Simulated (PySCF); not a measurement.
An unknown is described by computed data only.

Formula: C8H6ClN.

| Property | Result |
| --- | --- |
| Rotational structure | rotational constants A, B, C: 2.251, 0.642, 0.500 GHz [GFN2-xTB] |
| Dipole | 1.19 D [PBE0/pcSseg-1] |
| NMR, other nuclei | isotropic shieldings of nuclei other than C and H, by class: 61 (1 N), 793 (1 Cl) ppm [GIAO PBE0/pcSseg-1] |
| 1H NMR | chemical shifts (computed TMS as zero) by class: 7.21 (1 H), 7.12 (1 H), 6.53 (1 H), 6.34 (1 H), 5.30 (2 H) ppm [GIAO PBE0/pcSseg-1] |
| 13C NMR | chemical shifts (computed TMS as zero) by class: 180.1 (1 C), 156.7 (1 C), 124.2 (1 C), 121.7 (1 C), 117.9 (1 C), 115.8 (1 C), 110.7 (1 C), 91.7 (1 C) ppm [GIAO PBE0/pcSseg-1] |

Electronic properties: PySCF, gas phase, density fitting. Levels stand in brackets. The structure is a single GFN2-xTB conformer in the gas phase; no vibrational or solvent corrections. Each NMR value is the plain mean over a class of atoms that symmetry, rotation or inversion makes alike.

Question: Propose a structure and show how it fits.

Answer: Numbering: `[CH2:1]=[C:2]=[C:3]=[CH:4][n:5]1[cH:6][cH:7][cH:8][c:9]1[Cl:10]`. Its formula, C8H6ClN, gives 6 degrees of unsaturation: 1 ring and 5 π bonds in the structure found (Kekulé form). 8 carbons fall into 8 classes; from least to most shielded: central carbon of cumulated double bonds [C2] (180.1 ppm), central carbon of cumulated double bonds [C3] (156.7 ppm), aromatic C–Cl carbon [C9] (124.2 ppm), aromatic CH next to a ring nitrogen [C6] (121.7 ppm), aromatic CH carbon [C7] (117.9 ppm), aromatic CH carbon [C8] (115.8 ppm), outer carbon of cumulated double bonds [C4] (110.7 ppm), outer carbon of cumulated double bonds [C1] (91.7 ppm). Hydrogen classes from least to most shielded: 1 H on an outer carbon of cumulated double bonds, C4 (7.21 ppm), 1 H on an aromatic CH next to a ring nitrogen, C6 (7.12 ppm), 1 H on an aromatic CH carbon, C7 (6.53 ppm), 1 H on an aromatic CH carbon, C8 (6.34 ppm), 2 H on an outer carbon of cumulated double bonds, C1 (5.30 ppm). The other shieldings belong to: 61 ppm, pyrrole-type nitrogen [N5]; 793 ppm, aryl chlorine [Cl10]. The optimised geometry has point group Cs and is an asymmetric top. Structure: `C(=C=C=C)n1c(ccc1)Cl`. Computed isomers that give other values at the same levels: `C#CCc1ccncc1Cl` (13C chemical shifts (computed TMS as zero) by class: 156.0 (1 C), 153.8 (1 C), 150.6 (1 C), 143.4 (1 C), 129.3 (1 C), 84.3 (1 C), 78.3 (1 C), 27.0 (1 C) ppm); `Clc1ccc2cccn2c1` (13C chemical shifts (computed TMS as zero) by class: 136.0 (1 C), 131.5 (1 C), 126.7 (1 C), 125.7 (1 C), 123.2 (1 C), 122.0 (1 C), 114.3 (1 C), 106.5 (1 C) ppm); `N#C[C@@]12C=C[C@@H](C1)C(Cl)=C2` (13C chemical shifts (computed TMS as zero) by class: 168.5 (1 C), 154.4 (1 C), 153.5 (1 C), 144.0 (1 C), 125.1 (1 C), 84.1 (1 C), 61.1 (1 C), 49.7 (1 C) ppm). The assignments are read from this structure; whether some other isomer fits the data as well wasn't checked.

The values belong to the conformer `[CH2:1]=[C:2]=[C:3]=[CH:4][n:5]1[cH:6][cH:7][cH:8][c:9]1[Cl:10]`: C3–C4–N5–C6 0°.
